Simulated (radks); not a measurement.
Results of a calculation; reference values are marked as such.
Charge is removed step by step from the 5s down level of Tm+, starting from [Kr] 4d10 4f13 5s(up 1, down 1) 5p6 6s1. Code: a radial shooting solver on a logarithmic mesh with Libxc functionals. Model: scalar-relativistic Kohn-Sham, r2SCAN, spin-polarised, spherical densities, finite nucleus; open shells are filled with parallel spins first (spin-orbit coupling, left out, can overturn this in heavy ions); meta-GGA in the generalised Kohn-Sham scheme; Fermi nuclear charge, rms radius 5.2256 fm.

removed (e)  E - E(0) (eV)  eigenvalue (eV)  E minus straight line (eV)
0                    0.000          -61.300                       0.000
0.1                  6.186          -62.538                      -0.575
0.2                 12.496          -63.792                      -1.025
0.3                 18.933          -65.058                      -1.350
0.4                 25.496          -66.337                      -1.547
0.5                 32.188          -67.625                      -1.615
0.6                 39.010          -68.924                      -1.555
0.7                 45.962          -70.232                      -1.364
0.8                 53.045          -71.549                      -1.041
0.9                 60.260          -72.874                      -0.587
1                   67.607          -74.207                       0.000

Removing the whole electron costs 67.607 eV by Delta-SCF, against 61.300 eV from minus the eigenvalue at the starting occupation. Slater's transition state (half an electron removed) gives 67.625 eV. Integrating minus the eigenvalue over the occupation (Janak's theorem) gives 67.667 eV. In this scalar-relativistic scheme the density is built from large components alone, so the theorem holds only approximately. The mean slope of the eigenvalue, de/dn, is 12.9 eV per electron.
